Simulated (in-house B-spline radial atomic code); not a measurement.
Radial electron density of Tl+, [Xe] 4f14 5d10 6s2. Level of theory: scalar-relativistic (X2C) revTPSS, spin-polarised, spherical fractional occupations, Fermi nucleus of rms radius 5.4759 fm; calculated with an all-electron radial atomic-structure program (B-spline basis).

One-electron X2C: radii and densities carry no picture-change correction, so inner-shell <1/r> comes out high (for 1s by about 2 % at Z = 33, 5 % at 54, 10 % at 75, 30 % at 118) and <r> low.

Columns: r (bohr), 4πr²n(r) (electrons per bohr), bar.

```
0.000247     3.13 #
0.000308    4.227 #
0.000385    5.698 ##
 0.00048    7.618 ##
  0.0006    10.17 ###
0.000749    13.49 ####
0.000935    17.79 #####
 0.00117    23.36 #######
 0.00146     30.3 #########
 0.00182    38.82 ###########
 0.00227    49.11 ##############
 0.00283    61.04 ##################
 0.00354    74.49 #####################
 0.00442    88.35 #########################
 0.00552    101.4 #############################
 0.00689    111.7 ################################
  0.0086    117.4 ##################################
  0.0107    117.1 ##################################
  0.0134    111.2 ################################
  0.0167    103.2 ##############################
  0.0209     99.1 ############################
  0.0261    105.5 ##############################
  0.0325    123.3 ###################################
  0.0406    144.4 ##########################################
  0.0507      153 ############################################
  0.0633    141.3 #########################################
  0.0791    122.4 ###################################
  0.0987      121 ###################################
   0.123    137.7 ########################################
   0.154    139.3 ########################################
   0.192    108.6 ###############################
    0.24    80.82 #######################
   0.299    86.24 #########################
   0.374    94.42 ###########################
   0.467    73.48 #####################
   0.582    43.32 ############
   0.727    28.08 ########
   0.908    23.33 #######
    1.13    17.84 #####
    1.41     11.1 ###
    1.77    5.953 ##
    2.21    2.991 #
    2.75    1.328 
    3.44   0.4491 
    4.29   0.1099 
    5.36  0.01697 
    6.69  0.00145 
    8.35 5.915e-05
```

On this grid the curve has 4 maxima, near 0.0086, 0.0507, 0.154, 0.374 bohr.

The 5d down radial function P(r) = rR(r), positive near the nucleus:

```csv
r (bohr),P
0.00552,0.001031
0.0086,0.003252
0.0134,0.009962
0.0209,0.02892
0.0325,0.07571
0.0507,0.1699
0.0791,0.2902
0.123,0.291
0.192,-0.03011
0.299,-0.4429
0.467,-0.2249
0.727,0.5665
1.13,0.9478
1.77,0.6445
2.75,0.2379
4.29,0.04092
6.69,0.002343
```
